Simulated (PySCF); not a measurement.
H3AlO, SMILES [OH][AlH2] at its PBE0/def2-SVP optimised geometry (Å):

```
5

Al    -0.1660    -0.4819     0.0000
H      1.4192    -0.4819     0.0000
H     -1.0268    -1.8132    -0.0018
O     -0.9624     0.9837     0.0000
H     -1.4192     1.8132    -0.0013
```

Method: PySCF with PBE0/def2-TZVP.

Map of the Laplacian of the electron density (e/bohr⁵) on the plane z = 0.8 Å:

```
|                               |
|                               |
|                               |
|                               |
|                               |
|                               |
|                               |
|          ..                   |
|         .::..                 |
|        .:-=-:.                |
|        .-+##=:.               |
|        .-#@@*:.               |
|        .-*%%+:.               |
|        .:=++-..               |
|         .:::...               |
|          ....::.              |
|            .-*+:              |
|            .-%#:              |
|             .=-.              |
|               .               |
|                               |
|                               |
|                               |
|                               |
|                               |
|                               |
|                               |
|                               |
|                               |
|                               |
|                               |
```
Scale: ten equal steps from 0.000 (start of ' ') to 0.380 (end of '@'), in the order ' .:-=+*#%@'; x runs from -4.00 to 4.00, y from -4.00 (bottom) to 4.00 (top).
